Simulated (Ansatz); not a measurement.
C2H2S, SMILES `C=C=S` (charge 0, multiplicity 1).

Cartesian coordinates (Å):
SMILES: C=C=S
```xyz
5

C     -0.6111     0.0059    -0.0090
C      0.6917    -0.0067     0.0101
S      2.2424    -0.0217     0.0329
H     -1.1524     0.9446    -0.0201
H     -1.1705    -0.9221    -0.0140
```
Charge 0, spin multiplicity 1.

Frozen-core energies in 6-31g from Ansatz (a first-principles code) at a geometry from PBE0-D3(BJ)/def2-TZVP; the HF reference has <S^2> = 0.00 and the T1 diagnostic is 0.019.

```
level  energy (Ha)
-----  -----------
HF      -474.28775
MP2     -474.52024
CCSD    -474.54136
```

Question: Estimate the energies of CCSD(T), CCSDT, CCSDT(Q) and CCSDTQ, and give each level's difference from CCSDTQ.

Answer: 
```json
[
 {"level": "MP2", "energy (Ha)": "-474.52024", "difference from CCSDTQ (mHa)": "32.35"},
 {"level": "CCSD", "energy (Ha)": "-474.54136", "difference from CCSDTQ (mHa)": "11.23"},
 {"level": "CCSD(T)", "energy (Ha)": "-474.55117", "difference from CCSDTQ (mHa)": "1.42"},
 {"level": "CCSDT", "energy (Ha)": "-474.55194", "difference from CCSDTQ (mHa)": "0.65"},
 {"level": "CCSDT(Q)", "energy (Ha)": "-474.55261", "difference from CCSDTQ (mHa)": "-0.02"},
 {"level": "CCSDTQ", "energy (Ha)": "-474.55259", "difference from CCSDTQ (mHa)": "0.00"}
]
```
